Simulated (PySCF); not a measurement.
hexafluoroantimonate (F₆Sb), SMILES [F][Sb-]([F])([F])([F])([F])[F], charge -1. Geometry: PBE-D3(BJ)/def2-SVPD. The def2 effective core potentials stand for the cores of Sb; spin–orbit coupling is left out.

Problem. Give the equilibrium geometry at PBE-D3(BJ)/def2-SVPD (PySCF confirms it by a frequency run) as a Z-matrix, and its point group. (Estimate from the structure and the level; the computed values follow.)

Solution. point group Oh.
```
Sb
F 1 1.9634
F 1 1.9634 2 90.00
F 1 1.9634 2 90.00 3 -90.00
F 1 1.9634 2 90.00 3 90.00
F 1 1.9634 3 90.00 2 180.00
F 1 1.9634 2 90.00 3 180.00
```
Charge -1, spin multiplicity 1.
